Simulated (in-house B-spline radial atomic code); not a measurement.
# Binding energies in Tb2+

NIST's tabulated ground configuration is [Xe] 4f9; each binding energy is the energy of the ion with one electron taken from that subshell, relaxed, less that of the parent. Computed with a B-spline radial code for spherical atoms: Dirac-Kohn-Sham PBE, spherical fractional occupations, Fermi nucleus of rms radius 5.06 fm. Energies include first-order Breit, QED and recoil terms.

| subshell | X-ray name | binding energy (eV) | -ε (eV) | relaxation (eV) |
| --- | --- | --- | --- | --- |
| 1s | K | 52075.3 | 51809.4 | -467.1 |
| 2s | L1 | 8652.8 | 8595.6 | -83.0 |
| 2p1/2 | L2 | 8251.1 | 8169.7 | -106.2 |
| 2p3/2 | L3 | 7501.4 | 7423.1 | -94.8 |
| 3s | M1 | 1935.7 | 1917.1 | -23.6 |
| 3p1/2 | M2 | 1752.5 | 1731.7 | -25.3 |
| 3p3/2 | M3 | 1598.2 | 1577.6 | -23.4 |
| 3d3/2 | M4 | 1284.6 | 1258.2 | -28.0 |
| 3d5/2 | M5 | 1250.9 | 1224.5 | -27.4 |
| 4s | N1 | 400.1 | 390.7 | -10.5 |
| 4p1/2 | N2 | 327.5 | 318.1 | -10.4 |
| 4p3/2 | N3 | 293.4 | 283.8 | -10.1 |
| 4d3/2 | N4 | 173.8 | 164.1 | -9.8 |
| 4d5/2 | N5 | 167.6 | 157.9 | -9.8 |
| 5s | O1 | 68.22 | 61.32 | -7.07 |
| 5p1/2 | O2 | 48.29 | 41.79 | -6.60 |
| 5p3/2 | O3 | 43.67 | 37.38 | -6.34 |
| 4f | N6,7 | 25.33 | 16.80 | -8.43 |

Relaxation = -ε minus the binding energy without Breit, QED and recoil terms. With a density functional, K lines can miss by some tenths of a per cent, more in light atoms. For a density functional the relaxation so defined is negative, because -ε of a Kohn-Sham level is smaller than the binding energy.

Emission lines follow as differences of binding energies, with λ = 12398.42 eV·Å / E:

```csv
line,holes,energy (eV),wavelength (Å)
K-L3,1s → 2p3/2,44573.9,0.27815
K-L2,1s → 2p1/2,43824.2,0.28291
K-M3,1s → 3p3/2,50477.1,0.24562
L3-M5,2p3/2 → 3d5/2,6250.5,1.9836
L2-M4,2p1/2 → 3d3/2,6966.5,1.7797
L1-M3,2s → 3p3/2,7054.6,1.7575
L3-M1,2p3/2 → 3s,5565.7,2.2276
L2-N4,2p1/2 → 4d3/2,8077.3,1.535
```

**Question.** What screening constant σ does Moseley's law, E = (3/4)·13.6057 eV·(Z - σ)², need for K-L3?

**Answer.** σ = -1.09.

Moseley's non-relativistic formula needs a falling, then negative, screening constant for heavy elements, because relativity binds the 1s electron more strongly than the formula allows.
